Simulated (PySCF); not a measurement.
Ga(OMe)(PH2)2 (CH7GaOP2), SMILES C[O][Ga]([PH2])[PH2]. Atoms are numbered in the order given.

```xyz
12

Ga     0.0785    -0.0190     0.1080
O     -0.7301    -1.4794    -0.5585
C     -1.7019    -1.5185    -1.5690
H     -1.9023    -0.5301    -2.0299
H     -1.3831    -2.1991    -2.3801
H     -2.6623    -1.8999    -1.1742
P      1.7660    -0.5467     1.6300
H      0.9383    -1.4898     2.3136
H      1.4347     0.5367     2.5026
P     -0.4757     2.0479    -0.8584
H     -0.2869     2.7488     0.3730
H     -1.8756     1.8475    -0.6431
```

Geometry: B3LYP-D3(BJ)/def2-SVP. The values are those of a single conformer.

Two levels are set side by side: PBE/pcSseg-1 (PySCF) and PBE0/pcSseg-1 (PySCF). GIAO shifts against H2O (¹⁷O), PH3 (³¹P), TMS (¹H), TMS (¹³C) at the same level; non-relativistic, no solvent, atoms listed together averaged. Differences are taken from unrounded values.

| quantity | PBE0 |
|---|---|
| δ(¹⁷O) of O2 (ppm) | 136.1 |
| δ(¹³C) of C3 (ppm) | 61.2 |

Problem. What does PBE give, and how far is it from PBE0? (Estimate from the structure and the level; the computed values follow.)

Solution. 
```csv
quantity,PBE,PBE minus PBE0
δ(¹⁷O) of O2 (ppm),176.1,40.1
δ(¹³C) of C3 (ppm),63.9,2.8
```

Rough cost on one machine, each run with all the roots and properties that it gave: PBE0 against PBE within a factor of 2.
